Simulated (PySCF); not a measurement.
Te(SH)(SiMe3), SMILES C[Si](C)(C)[Te]S (C3H10SSiTe), GFN2-xTB optimised geometry.

```
16

Te    -1.58     1.71     0.00
S     -0.62     2.21     2.15
H     -1.70     2.02     2.89
Si    -0.73    -0.70     0.00
C      1.18    -0.70     0.00
C     -1.42    -1.48    -1.59
C     -1.38    -1.60     1.55
H      1.58    -1.71     0.07
H      1.58    -0.25    -0.91
H      1.56    -0.13     0.84
H     -1.08    -0.95    -2.47
H     -2.50    -1.48    -1.60
H     -1.08    -2.51    -1.68
H     -2.46    -1.62     1.57
H     -1.03    -1.11     2.45
H     -1.03    -2.63     1.58
```

Density from B3LYP/def2-TZVP, def2 effective core potentials past Kr (PySCF) at that geometry. The core electrons that the potentials of Te replace are not part of the density.

Minimum of the electron density along straight lines between bonded atoms, close to the bond critical point (lines longer than 1.1 times the sum of covalent radii, or with two minima, are not listed):

```json
[
 {"bond": "Te1–S2", "length / Å": "2.407", "ρ at the minimum / e bohr⁻³": "0.093", "∇²ρ there / e bohr⁻⁵": "0.02", "position (fraction from the first atom)": "0.48"},
 {"bond": "S2–H3", "length / Å": "1.325", "ρ at the minimum / e bohr⁻³": "0.224", "∇²ρ there / e bohr⁻⁵": "-0.68", "position (fraction from the first atom)": "0.63"},
 {"bond": "Te1–Si4", "length / Å": "2.551", "ρ at the minimum / e bohr⁻³": "0.079", "∇²ρ there / e bohr⁻⁵": "-0.11", "position (fraction from the first atom)": "0.60"},
 {"bond": "Si4–C5", "length / Å": "1.907", "ρ at the minimum / e bohr⁻³": "0.118", "∇²ρ there / e bohr⁻⁵": "0.12", "position (fraction from the first atom)": "0.39"},
 {"bond": "Si4–C6", "length / Å": "1.902", "ρ at the minimum / e bohr⁻³": "0.118", "∇²ρ there / e bohr⁻⁵": "0.13", "position (fraction from the first atom)": "0.39"},
 {"bond": "Si4–C7", "length / Å": "1.909", "ρ at the minimum / e bohr⁻³": "0.117", "∇²ρ there / e bohr⁻⁵": "0.12", "position (fraction from the first atom)": "0.39"},
 {"bond": "C5–H8", "length / Å": "1.086", "ρ at the minimum / e bohr⁻³": "0.276", "∇²ρ there / e bohr⁻⁵": "-0.92", "position (fraction from the first atom)": "0.64"},
 {"bond": "C5–H9", "length / Å": "1.087", "ρ at the minimum / e bohr⁻³": "0.276", "∇²ρ there / e bohr⁻⁵": "-0.93", "position (fraction from the first atom)": "0.64"},
 {"bond": "C5–H10", "length / Å": "1.086", "ρ at the minimum / e bohr⁻³": "0.277", "∇²ρ there / e bohr⁻⁵": "-0.93", "position (fraction from the first atom)": "0.64"},
 {"bond": "C6–H11", "length / Å": "1.085", "ρ at the minimum / e bohr⁻³": "0.277", "∇²ρ there / e bohr⁻⁵": "-0.93", "position (fraction from the first atom)": "0.64"},
 {"bond": "C6–H12", "length / Å": "1.085", "ρ at the minimum / e bohr⁻³": "0.277", "∇²ρ there / e bohr⁻⁵": "-0.93", "position (fraction from the first atom)": "0.64"},
 {"bond": "C6–H13", "length / Å": "1.084", "ρ at the minimum / e bohr⁻³": "0.277", "∇²ρ there / e bohr⁻⁵": "-0.93", "position (fraction from the first atom)": "0.64"},
 {"bond": "C7–H14", "length / Å": "1.087", "ρ at the minimum / e bohr⁻³": "0.276", "∇²ρ there / e bohr⁻⁵": "-0.93", "position (fraction from the first atom)": "0.64"},
 {"bond": "C7–H15", "length / Å": "1.086", "ρ at the minimum / e bohr⁻³": "0.277", "∇²ρ there / e bohr⁻⁵": "-0.93", "position (fraction from the first atom)": "0.64"},
 {"bond": "C7–H16", "length / Å": "1.086", "ρ at the minimum / e bohr⁻³": "0.276", "∇²ρ there / e bohr⁻⁵": "-0.92", "position (fraction from the first atom)": "0.64"}
]
```
